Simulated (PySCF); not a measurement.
Geometries of 3 isomers of C4H11Al, from PySCF 2.14.0, PBE0-D3(BJ)/def2-SVP geometry optimisation, gas phase. One conformer each, no zero-point energy, no frequencies.

Problem. Which is lowest in electronic energy at this level?
A.
```xyz
16
angstrom
Al     0.954    1.528    1.260
H      2.549    1.521    1.301
H      0.214    2.942    1.265
C     -0.066   -0.164    1.262
C     -0.423   -0.713   -0.129
C      0.829   -1.009   -0.949
C     -1.355    0.234   -0.879
H     -0.993   -0.013    1.847
H      0.526   -0.917    1.814
H     -0.964   -1.669    0.002
H      1.399   -0.084   -1.158
H      0.581   -1.462   -1.921
H      1.507   -1.695   -0.418
H     -0.869    1.209   -1.068
H     -2.272    0.436   -0.305
H     -1.650   -0.178   -1.857
```
B.
```xyz
16
angstrom
Al    -0.115   -0.806   -0.678
C      1.603   -1.255    0.171
C      2.099   -0.315    1.270
H      2.355   -1.333   -0.638
H      1.523   -2.291    0.554
H      3.073   -0.625    1.685
H      2.221    0.717    0.904
H      1.393   -0.264    2.115
C     -1.109    0.805   -0.136
C     -2.409    1.121   -0.874
H     -0.405    1.658   -0.209
H     -1.294    0.716    0.952
H     -2.891    2.042   -0.506
H     -2.244    1.255   -1.956
H     -3.146    0.308   -0.770
H     -0.689   -1.770   -1.819
```
C.
```xyz
16
angstrom
C     -0.360    1.172   -0.876
C     -0.016   -0.025    0.022
C     -0.081   -1.310   -0.810
C     -1.011   -0.100    1.181
Al     1.839    0.281    0.663
H     -1.377    1.059   -1.300
H     -0.354    2.129   -0.325
H      0.332    1.270   -1.730
H      0.144   -2.209   -0.211
H     -1.095   -1.451   -1.231
H      0.624   -1.292   -1.658
H     -0.804   -0.950    1.852
H     -1.001    0.813    1.798
H     -2.044   -0.229    0.804
H      2.138    0.740    2.162
H      3.052    0.118   -0.363
```

Solution. B. That is AlEt2H (`[CH2](C)[AlH][CH2]C`), 4.2 kcal/mol below the next.

```json
{"SMILES": "[H][Al]([CH2]C)[CH2]C", "atoms numbered as above": "–", "E (Eh)": "-400.96974", "relative (kcal/mol)": "0.0", "relative (kJ/mol)": "0.0", "dipole (D)": "0.66"}
{"SMILES": "[H][Al]([H])[CH2]C(C)C", "atoms numbered as above": "–", "E (Eh)": "-400.96308", "relative (kcal/mol)": "4.2", "relative (kJ/mol)": "17.5", "dipole (D)": "1.18"}
{"SMILES": "C[C](C)(C)[AlH2]", "atoms numbered as above": "[CH3:1][C:2]([CH3:3])([CH3:4])[AlH2:5]", "E (Eh)": "-400.95762", "relative (kcal/mol)": "7.6", "relative (kJ/mol)": "31.8", "dipole (D)": "0.65"}
```
